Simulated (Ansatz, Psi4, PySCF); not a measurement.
rhenium atom (Re), sextet (core potentials on Re). Base run: PySCF with PBE0/def2-SVP.

The PySCF input:
```python
from pyscf import gto, scf, dft

mol = gto.M(
    atom='''
Re    0.000000    0.000000    0.000000
''',
    basis='def2-svp',
    ecp={'Re': 'def2-svp'},
    charge=0,
    spin=5,
    verbose=4,
)

mf = dft.UKS(mol)
mf.xc = 'pbe0'
mf.kernel()
```

The same geometry, method and basis name were run in Ansatz (a first-principles code) and Psi4 and PySCF, at each program's defaults and at the settings that a row names. The base is PySCF at its defaults. Differences at the defaults can come from grids, fitting, cores and function types together.

```tsv
code and settings	ΔE vs base (µEh)	basis functions	E (Eh)	SCF cycles
PySCF, defaults (exact integrals, its default grid, spherical functions)	0.0	32	-78.16189	9
Psi4, defaults (density fitting with its default set, its default grid, spherical functions)	1.6	32	-78.16189	12
Ansatz, defaults (factorised integrals, its default grid, spherical functions)	0.0	32	-78.16189	-
PySCF, density fitting with def2-universal-jkfit	-0.4	32	-78.16189	9
PySCF, fine grid	0.0	32	-78.16189	10
Psi4, exact integrals, spherical functions, fine grid	-0.2	32	-78.16189	15
Ansatz, high accuracy	0.0	32	-78.16189	-
```

Open shells are given as the SCF converged; they aren't shown to be the lowest states, and a large step between rows can be another state.
